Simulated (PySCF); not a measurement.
C2H5FGaN.
Cartesian coordinates in Å at the PBE0-D3(BJ)/def2-SVP level; atoms count from 1:
```xyz
10
C2H5FGaN angstrom
C      2.6379    0.0838    0.5785
C      1.5431    0.1811    0.0489
Ga    -0.2151    0.3489   -0.7482
N     -1.3567   -0.2157    0.9369
F     -0.7069   -1.0890   -1.6758
H      3.6086   -0.0062    1.0341
H     -0.8273    1.7021   -1.2345
H     -2.3503   -0.2846    0.7153
H     -1.0366   -1.1452    1.2129
H     -1.2464    0.4039    1.7396
```

Theory: PBE0-D3(BJ)/def2-SVP geometry optimisation, gas phase (PySCF 2.14.0).

Q: Which atoms are bound to Ga3, and at what distances?

A: 4 atoms: H7 1.563 Å, F5 1.780 Å, C2 1.938 Å, N4 2.112 Å. The nearest atom not counted as bound is H9, at 2.60 Å.

Q: List the angles at Ga3.

A: 
```json
{"angle": "C2–Ga3–H7", "degrees": "123.9", "distance of the outer atoms (Å)": "3.10"}
{"angle": "F5–Ga3–H7", "degrees": "115.4", "distance of the outer atoms (Å)": "2.83"}
{"angle": "C2–Ga3–F5", "degrees": "113.3", "distance of the outer atoms (Å)": "3.11"}
{"angle": "N4–Ga3–H7", "degrees": "105.5", "distance of the outer atoms (Å)": "2.95"}
{"angle": "C2–Ga3–N4", "degrees": "98.0", "distance of the outer atoms (Å)": "3.06"}
{"angle": "N4–Ga3–F5", "degrees": "92.9", "distance of the outer atoms (Å)": "2.83"}
```

Q: Describe the arrangement about Ga3 in numbers.

A: Angles from 92.9° to 123.9°; τ4 = (360° − α − β)/141° = 0.86 with α and β the two widest (0 for a square, 1 for a tetrahedron).

Q: What are the other bond lengths?

A: C1≡C2 1.220 Å; C1–H6 1.076 Å; N4–H8, N4–H9, N4–H10 1.020 Å.

Q: Give some angles away from the centre.

A: C1–C2–Ga3 178.5°.

Q: What are the rotational constants (commonest isotopes, rigid rotor)?

A: A = 4625, B = 2287, C = 1901 MHz: an asymmetric top.

Point group: C1 (no symmetry element, even within 0.4 Å). Charge 0, singlet. Whether it is a minimum is left open (no frequencies).
